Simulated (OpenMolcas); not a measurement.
Computed levels of 4d5 in ions with 41 electrons, in cm-1 above 6S 5/2.

```yaml
Program: OpenMolcas
Method: MS-CASPT2, IPEA 0.25 Eh, imaginary shift 0.1 Eh
Basis: ANO-RCC-VQZP
Scalar_Hamiltonian: DKH2, point nucleus
Spin-orbit_coupling: state interaction with AMFI integrals over the reference wave functions, term energies averaged over their components
```

Active space for each ion: 5 electrons in 5 orbitals (4d); closed shells correlated by CASPT2: 4s 4p.

| Level | Mo+ | Tc2+ | Rh4+ | Pd5+ | Ag6+ |
| --- | --- | --- | --- | --- | --- |
| 4G 5/2 | 16240 | 20060 | 26050 | 28670 | 31170 |
| 4G 7/2 | 16330 | 20210 | 26410 | 29210 | 32010 |
| 4G 11/2 | 16360 | 20260 | 26520 | 29380 | 32260 |
| 4G 9/2 | 16380 | 20300 | 26620 | 29520 | 32460 |
| 4P 3/2 | 17920 | 22500 | 29240 | 32160 | 34860 |
| 4P 1/2 | 18270 | 23000 | 30190 | 33380 | 36380 |
| 4D 7/2 | 19000 | 23950 | 31480 | 34860 | 38270 |
| 4D 1/2 | 19370 | 24530 | 32690 | 36470 | 40290 |
| 4D 3/2 | 19650 | 24940 | 33400 | 37360 | 41340 |

Estimate 4G 5/2, 4G 7/2 for Ru3+ from its neighbours Tc2+ and Rh4+.

4G 5/2 is another term, which grows about linearly with the charge: (20060 + 26050) / 2 = 23055. The calculation gives 23270, so the estimate is off by -0.9 %.
4G 7/2 is another term, which grows about linearly with the charge: (20210 + 26410) / 2 = 23310. The calculation gives 23500, so the estimate is off by -0.8 %.

Mixed levels, with the weight of the term that names them: Mo+ 4P 3/2 (65 %), Mo+ 4D 3/2 (64 %), Tc2+ 4P 3/2 (62 %), Tc2+ 4P 1/2 (75 %), Tc2+ 4D 1/2 (75 %), Tc2+ 4D 3/2 (62 %), Ru3+ 4P 3/2 (59 %), Ru3+ 4P 1/2 (71 %), Ru3+ 4D 1/2 (72 %), Ru3+ 4D 3/2 (59 %), Rh4+ 4P 3/2 (57 %), Rh4+ 4P 1/2 (68 %), Rh4+ 4D 1/2 (69 %), Rh4+ 4D 3/2 (56 %), Pd5+ 4P 3/2 (55 %), Pd5+ 4P 1/2 (66 %), Pd5+ 4D 1/2 (67 %), Pd5+ 4D 3/2 (54 %), Ag6+ 4P 3/2 (55 %), Ag6+ 4P 1/2 (68 %), Ag6+ 4D 1/2 (69 %), Ag6+ 4D 3/2 (55 %).

CASPT2 does not keep the components of a term degenerate, so their means are used; among the terms shown or strongly mixed into the levels shown the widest spread is 500 cm-1 (4d5 4G, Mo+). Some high roots are left out of the spin-orbit mixing, which shifts the levels that they would mix with (holds for Mo+). Configurations with an s electron lie low at this charge and mix in, so terms can be misplaced (holds for Mo+). Blocks of more than 70 roots (2S+1 = 2 even) ran without multistate coupling (holds for Tc2+; Ru3+; Rh4+; Pd5+; Ag6+). Levels of configurations with an s electron are missing; early in the row they begin among the upper levels of the d shell and mix with terms of their name (holds for Tc2+). Levels of configurations outside the active space are missing.
